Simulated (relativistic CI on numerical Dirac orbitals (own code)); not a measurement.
## V2+ (3d3) in a crystal field

Calculated by Dirac-Coulomb-Breit CI, separate exchange-only KLI orbitals for each configuration, model QED, one configuration in a parametric crystal field, unscaled Slater integrals (own radial code). With so little scaling, terms lie 10 to 35 % too far apart, which can change the order of excited levels.

Field parameters in Wybourne normalisation: Td as Oh with Dq negative (B⁴₀ = 21Dq, B⁴₄ = √(5/14) B⁴₀). The field is a parameter set, without covalency.

S is read from ⟨S²⟩ = S(S + 1).

Powder χT (cm³ K mol⁻¹) by Van Vleck's formula, with temperature-independent terms:

| Field | 2 K | 5 K | 10 K | 20 K | 50 K | 100 K | 200 K | 300 K |
| --- | --- | --- | --- | --- | --- | --- | --- | --- |
| Td, 10Dq = -1450 cm⁻¹ | 0.196 | 0.224 | 0.271 | 0.356 | 0.573 | 0.905 | 1.42 | 1.76 |
| Td, 10Dq = -2600 cm⁻¹ | 0.234 | 0.276 | 0.337 | 0.429 | 0.643 | 0.971 | 1.47 | 1.77 |
| Td, 10Dq = -3750 cm⁻¹ | 0.258 | 0.31 | 0.376 | 0.465 | 0.676 | 1 | 1.49 | 1.78 |
| Td, 10Dq = -4900 cm⁻¹ | 0.276 | 0.334 | 0.402 | 0.488 | 0.697 | 1.02 | 1.5 | 1.78 |
| Td, 10Dq = -6050 cm⁻¹ | 0.291 | 0.353 | 0.42 | 0.505 | 0.713 | 1.04 | 1.51 | 1.78 |
| Td, 10Dq = -7200 cm⁻¹ | 0.303 | 0.368 | 0.435 | 0.519 | 0.727 | 1.05 | 1.52 | 1.79 |
| Td, 10Dq = -8400 cm⁻¹ | 0.313 | 0.38 | 0.448 | 0.531 | 0.739 | 1.06 | 1.53 | 1.79 |
| Td, 10Dq = -9550 cm⁻¹ | 0.322 | 0.389 | 0.458 | 0.542 | 0.749 | 1.07 | 1.54 | 1.79 |

Question: For Td, 10Dq = -2600 cm⁻¹: what effective moment follows at 300 K?

Answer: μ_eff = √(8χT) = 3.76 μB. The ground level has S = 1.50; the spin-only moment for S = 3/2 is 3.88 μB. The difference comes from the orbital moment, spin-orbit mixing of terms and temperature-independent paramagnetism, all larger in this ionic model than in covalent complexes.
